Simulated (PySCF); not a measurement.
Planning a shielding job on `CB(C)c1cc(B(Cl)Cl)cs1`.

Method: GIAO PBE0/pcSseg-1 NMR shielding, non-relativistic, gas phase (PySCF 2.14.0, density-fitted response routines). Geometry: GFN2-xTB. Work: shieldings, charges and field gradients, density fitting. A driver script takes a list of jobs; this job's settings line and coordinates (Å) are shown.

Input:
```
{"job": {"kind": "nmr", "xc": "PBE0", "basis": "pcSseg-1"}, "charge": 0, "multiplicity": 1}
C     -2.541464    -1.427940     0.291393
B     -1.619989    -0.158941     0.139757
C     -2.201088     1.302383     0.023364
C     -0.089228    -0.355184     0.101816
C      0.898790     0.583193    -0.021646
C      2.229036     0.077922    -0.020295
B      3.501209     0.935565    -0.145634
Cl     5.068269     0.210090    -0.132154
Cl     3.397935     2.649677    -0.306513
C      2.212379    -1.297278     0.110338
S      0.648459    -1.940849     0.225350
H     -2.303152    -1.973153     1.204123
H     -3.604795    -1.206117     0.308926
H     -2.366115    -2.131363    -0.521920
H     -3.286440     1.342984     0.054781
H     -1.825914     1.936518     0.825356
H     -1.882016     1.776405    -0.903709
H      0.689709     1.633947    -0.112951
H      3.064611    -1.948608     0.143110
```

Hardware: x86-64 server, one thread (shared host).

How large is the basis?

248 functions for 104 electrons, with 1345 fitting functions; the fitted three-index integrals, 1345 × 248 × 249/2 numbers of 8 bytes, come to 320 MiB.

Question: Which is nearest to the wall time?
A. 59 s
B. 7.9 min
C. 59 min

Answer: A. The run took 59 s. The SCF took 14 cycles.

The SCF part of the output:
```
coarse grid: 18520 points
cycle   1  E = -1600.8406746786  dE =  1.686e+00  |g| = 5.374e-01  |ddm| = 4.289e+00
cycle   2  E = -1600.8087988751  dE =  3.188e-02  |g| = 6.385e-01  |ddm| = 1.149e+00
cycle   3  E = -1600.9157807501  dE = -1.070e-01  |g| = 1.210e-01  |ddm| = 7.333e-01
cycle   4  E = -1600.9193896458  dE = -3.609e-03  |g| = 4.701e-02  |ddm| = 1.764e-01
cycle   5  E = -1600.9199405758  dE = -5.509e-04  |g| = 1.366e-02  |ddm| = 5.300e-02
cycle   6  E = -1600.9199841243  dE = -4.355e-05  |g| = 4.896e-03  |ddm| = 1.968e-02
cycle   7  E = -1600.9199900277  dE = -5.903e-06  |g| = 1.724e-03  |ddm| = 7.057e-03
final grid: 167880 points
cycle   8  E = -1600.9796431833  dE = -4.952e-05  |g| = 1.038e-02  |ddm| = 4.061e-02
cycle   9  E = -1600.9796259659  dE =  1.722e-05  |g| = 1.285e-02  |ddm| = 2.163e-02
cycle  10  E = -1600.9796682887  dE = -4.232e-05  |g| = 1.682e-03  |ddm| = 1.448e-02
cycle  11  E = -1600.9796689858  dE = -6.971e-07  |g| = 5.251e-04  |ddm| = 2.619e-03
cycle  12  E = -1600.9796690545  dE = -6.867e-08  |g| = 1.549e-04  |ddm| = 6.333e-04
cycle  13  E = -1600.9796690603  dE = -5.844e-09  |g| = 3.978e-05  |ddm| = 1.697e-04
cycle  14  E = -1600.9796690607  dE = -3.665e-10  |g| = 1.494e-05  |ddm| = 5.292e-05
converged SCF energy = -1600.9796690607
```

On the final grid dE counts from the start density on that grid.

The host was shared with other jobs, so the times are rough.
